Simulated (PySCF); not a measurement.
CHO, charge +1. Atoms are numbered in the order given.

```xyz
3

C      0.0000     0.0000     0.5157
O      0.0000     0.0000    -0.5883
H      0.0000     0.0000     1.6126
```
Charge +1, spin multiplicity 1.

The structure is a stationary point at r2SCAN-D4/def2-TZVPD.

All values below come from PySCF 2.14.0 with TDDFT-B3LYP/def2-TZVPD.

Vertical excitations; the highest root listed may be one member of a degenerate set. Isolated molecule, no solvent. State labels are in the subgroup C2v.

Computed excitation energies, oscillator strengths and character:
| state | symmetry | energy (eV) | λ (nm) | f | main pairs |
|---|---|---|---|---|---|
| S1 | A2 | 9.48 | 131 | 0.000 | HOMO→LUMO 50 %, HOMO−1→LUMO+1 50 % |
| S2 | A1 | 9.83 | 126 | 0.000 | HOMO→LUMO+1, HOMO−1→LUMO (degenerate set) |
| S3 | A2 | 9.83 | 126 | 0.000 | HOMO−1→LUMO+1, HOMO→LUMO (degenerate set) |
| S4 | B2 | 11.50 | 108 | 0.002 | HOMO−2→LUMO+1 (degenerate set) |
| S5 | B1 | 11.50 | 108 | 0.002 | HOMO−2→LUMO (degenerate set) |
| S6 | B2 | 14.01 | 88 | 0.007 | HOMO→LUMO+2 (degenerate set) |
| S7 | B1 | 14.01 | 88 | 0.007 | HOMO−1→LUMO+2 (degenerate set) |
| S8 | A1 | 14.41 | 86 | 0.230 | HOMO−1→LUMO 34 %, HOMO→LUMO+1 34 %, HOMO−2→LUMO+2 27 % |
| S9 | B1 | 15.75 | 79 | 0.184 | HOMO−3→LUMO (degenerate set) |
| S10 | B2 | 15.75 | 79 | 0.184 | HOMO−3→LUMO+1 (degenerate set) |
| T1 | A1 | 7.75 | 160 | 0 | HOMO−1→LUMO 49 %, HOMO→LUMO+1 49 % |
| T2 | A1 | 8.42 | 147 | 0 | HOMO→LUMO+1, HOMO−1→LUMO (degenerate set) |
| T3 | A2 | 8.42 | 147 | 0 | HOMO→LUMO, HOMO−1→LUMO+1 (degenerate set) |
| T4 | A2 | 9.50 | 130 | 0 | HOMO−1→LUMO+1 50 %, HOMO→LUMO 50 % |
Triplets are in the Tamm–Dancoff approximation, which puts them higher than full response would, so one can lie above its singlet here.
